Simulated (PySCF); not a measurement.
# Computed spin Hamiltonian

Compound: CH4Cl3N2Si2 (doublet state).
Atom-mapped SMILES: `[Cl:1][C:2]([Cl:3])([Cl:4])[SiH:5]1[NH:6][SiH:7][NH:8]1` (hydrogens: H9 on Si5; H10 on N6; H11 on Si7; H12 on N8)

Cartesian coordinates in Å at the GFN2-xTB level; atoms count from 1:
```
atom  x, y, z in Å
Cl1   -2.4351   -0.4540   -1.7097
C2    -1.7083    0.0815   -0.1795
Cl3   -2.7210    1.3783    0.4907
Cl4   -1.7075   -1.2750    0.9494
Si5    0.0740    0.7565   -0.5102
N6     1.1895   -0.5257   -0.8181
Si7    2.1665   -0.2892    0.6316
N8     0.9586    0.9549    0.9596
H9    -0.0712    1.8575   -1.4455
H10    1.3174   -1.1011   -1.6291
H11    2.0511   -1.4180    1.5571
H12    0.8870    1.6513    1.6775
```

The hyperfine couplings belong to this conformer and change with its torsions.

Computed, not measured: UKS B3LYP, pcH-1 on C Cl H N Si, non-relativistic, mean-field spin-orbit, GIAO (PySCF 2.14.0). Isolated species at its GFN2-xTB geometry, gas phase. Couplings are sensitive to structure, and on GFN2-xTB geometries they can be far from those on DFT ones, by a factor of two or more for some ions and for spin on atoms past the first row. No stability test was run, so a lower SCF solution isn't excluded.

```
g1, g2, g3        : 2.00189, 2.00268, 2.00313
g_iso             : 2.00256
Form of g         : rhombic: the two nearest values differ by 37 % of g3 − g1
⟨S²⟩              : 0.7518 (exact 0.7500)
α and β electrons : 52, 51
Total energy      : -2109.66525 Eh
Basis functions   : 290
```

Isotropic coupling and dipolar principal values T1 to T3, in MHz:

```json
{"atom": "Cl1", "isotope": "35Cl", "a_iso": "0.2", "of which spin–orbit": "0.0", "T1": "-0.7", "T2": "-0.6", "T3": "1.3", "Mulliken spin population": "0.00"}
{"atom": "C2", "isotope": "13C", "a_iso": "42.6", "of which spin–orbit": "0.0", "T1": "-1.5", "T2": "-1.3", "T3": "2.8", "Mulliken spin population": "0.01"}
{"atom": "Cl3", "isotope": "35Cl", "a_iso": "0.2", "of which spin–orbit": "0.0", "T1": "-0.7", "T2": "-0.6", "T3": "1.3", "Mulliken spin population": "0.00"}
{"atom": "Cl4", "isotope": "35Cl", "a_iso": "0.0", "of which spin–orbit": "0.0", "T1": "-0.3", "T2": "-0.1", "T3": "0.3", "Mulliken spin population": "0.00"}
{"atom": "Si5", "isotope": "29Si", "a_iso": "-9.0", "of which spin–orbit": "0.0", "T1": "-2.6", "T2": "1.0", "T3": "1.6", "Mulliken spin population": "0.02"}
{"atom": "N6", "isotope": "14N", "a_iso": "8.2", "of which spin–orbit": "0.0", "T1": "-4.4", "T2": "-4.0", "T3": "8.4", "Mulliken spin population": "0.06"}
{"atom": "Si7", "isotope": "29Si", "a_iso": "-647.0", "of which spin–orbit": "0.9", "T1": "-133.8", "T2": "63.2", "T3": "70.6", "Mulliken spin population": "0.72"}
{"atom": "N8", "isotope": "14N", "a_iso": "8.2", "of which spin–orbit": "0.0", "T1": "-4.4", "T2": "-4.0", "T3": "8.4", "Mulliken spin population": "0.06"}
{"atom": "H9", "isotope": "1H", "a_iso": "-2.9", "of which spin–orbit": "0.0", "T1": "-1.2", "T2": "-1.1", "T3": "2.3", "Mulliken spin population": "0.00"}
{"atom": "H10", "isotope": "1H", "a_iso": "-5.5", "of which spin–orbit": "0.0", "T1": "-6.2", "T2": "-2.6", "T3": "8.8", "Mulliken spin population": "0.00"}
{"atom": "H11", "isotope": "1H", "a_iso": "274.8", "of which spin–orbit": "0.0", "T1": "-6.0", "T2": "-0.3", "T3": "6.3", "Mulliken spin population": "0.13"}
{"atom": "H12", "isotope": "1H", "a_iso": "-5.5", "of which spin–orbit": "0.0", "T1": "-6.2", "T2": "-2.6", "T3": "8.8", "Mulliken spin population": "0.00"}
```

The largest Mulliken spin populations are on Si7 (+0.72) and H11 (+0.13). Si7 is the only atom above +0.15. The angles at Si7 add up to 306.1°, so it is pyramidal.

Under fast tumbling the dipolar parts average out, and these isotropic splittings remain: 1 × 1H (H11, I = 1/2, 2 lines) with 9.80 mT, 2 × 14N (N6/N8, I = 1, 5 lines) with 0.29 mT, 2 × 1H (H10/H12, I = 1/2, 3 lines) with 0.20 mT and 1 × 1H (H9, I = 1/2, 2 lines) with 0.10 mT.

The 29Si coupling of Si7 (-647.0 MHz) shows only in satellite lines or after enrichment, since that isotope makes up about 4.7 % of natural silicon.

The 13C coupling of C2 (42.6 MHz) shows only in satellite lines or after enrichment, since that isotope makes up about 1.07 % of natural carbon.

The spin density at the nucleus, in bohr⁻³, is negative for H10/H12 (-0.0012), for instance. A restricted open-shell determinant has no negative spin density anywhere; here it arises because α and β orbitals differ (spin polarisation).
